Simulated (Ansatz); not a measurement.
Cost and result for the atomization energy of `O[SiH](F)N[Si](O)(F)F` (12 atoms, 11 bonds).

```xyz
12

O    -0.641    0.634   -2.111
Si   -1.508   -0.094   -0.953
F    -2.748    0.782   -0.473
N    -0.520   -0.355    0.431
Si    1.137   -0.118    0.635
O     1.438    0.070    2.211
F     1.580    1.150   -0.217
F     2.041   -1.288    0.065
H    -0.019    1.325   -1.871
H    -2.075   -1.323   -1.527
H    -1.001   -0.662    1.266
H     2.315   -0.121    2.545
```

The species carries charge 0 and has multiplicity 1. Geometry: relaxed with PBE0-D4/def2-TZVP. It is one conformer, not always the lowest. Program: Ansatz. All runs use 2 threads of an AMD EPYC 7R13 on a shared host and a share of an NVIDIA H100 80 GB. Times are those of one run each, without the atoms' runs, and a repeat can differ threefold. Electronic energies, without spin–orbit coupling; frozen cores. CCSD(T)/CBS adds CCSD(T) − MP2 in def2-TZVPP to the MP2 limit, and its time is that of the two runs behind it. T1 = 0.011. B3LYP takes the VWN-RPA correlation (the form of Gaussian; ORCA's B3LYP/G).

CCSD(T)/CBS is a level of theory with its own doubt, some kJ/mol a heavy atom from the limit and from the frozen cores, so smaller differences don't rank the functionals.

```json
{"level": "PBE0-D4/def2-TZVPP", "functions": "326", "wall time": "1.8 s", "atomization (kJ/mol)": "5040.2", "difference from CCSD(T)/CBS": "-114.5", "per bond": "-10.4"}
{"level": "PBE-D4/def2-TZVPP (with forces)", "functions": "326", "wall time": "2 s", "atomization (kJ/mol)": "5167.8", "difference from CCSD(T)/CBS": "13.1", "per bond": "1.2"}
{"level": "B3LYP-D4/def2-TZVPP (with forces)", "functions": "326", "wall time": "2.3 s", "atomization (kJ/mol)": "5079.2", "difference from CCSD(T)/CBS": "-75.5", "per bond": "-6.9"}
{"level": "r2SCAN-D4/def2-TZVPP (with forces)", "functions": "326", "wall time": "2.3 s", "atomization (kJ/mol)": "5114.0", "difference from CCSD(T)/CBS": "-40.7", "per bond": "-3.7"}
{"level": "B2PLYP/def2-TZVPP", "functions": "326", "wall time": "2.3 s", "atomization (kJ/mol)": "5058.5", "difference from CCSD(T)/CBS": "-96.2", "per bond": "-8.7"}
{"level": "ωB97X-V/def2-TZVPP", "functions": "326", "wall time": "2.5 s", "atomization (kJ/mol)": "5128.3", "difference from CCSD(T)/CBS": "-26.4", "per bond": "-2.4"}
{"level": "ωB97M-V/def2-TZVPP (with forces)", "functions": "326", "wall time": "3 s", "atomization (kJ/mol)": "5134.0", "difference from CCSD(T)/CBS": "-20.7", "per bond": "-1.9"}
{"level": "MP2/def2-QZVPP", "functions": "602", "wall time": "3.8 s", "atomization (kJ/mol)": "5276.9", "difference from CCSD(T)/CBS": "122.2", "per bond": "11.1"}
{"level": "CCSD(T)/def2-TZVPP", "functions": "326", "wall time": "9.5 s", "atomization (kJ/mol)": "4977.6", "difference from CCSD(T)/CBS": "-177.1", "per bond": "-16.1"}
{"level": "CCSD(T)/CBS(def2)", "functions": "–", "wall time": "13 s", "atomization (kJ/mol)": "5154.7", "difference from CCSD(T)/CBS": "0.0", "per bond": "0.0"}
```

The D4 term adds +52.1 kJ/mol with B3LYP and +27.4 kJ/mol with PBE0; it sums over pairs of atoms, weighted by their polarisabilities, and B3LYP, whose exchange is more repulsive, gets the larger term. From PBE to PBE0 (25 % exact exchange), in def2-TZVPP and without D4, the atomization energy moves by −122.7 kJ/mol: exact exchange takes away binding that semilocal exchange gives to molecules. In def2-TZVPP, CCSD(T) changes the Hartree–Fock value by +1312.6 kJ/mol (the triples alone add +81.1 kJ/mol) and MP2 by +1503.1 kJ/mol; breaking electron pairs costs correlation energy, which Hartree–Fock lacks.
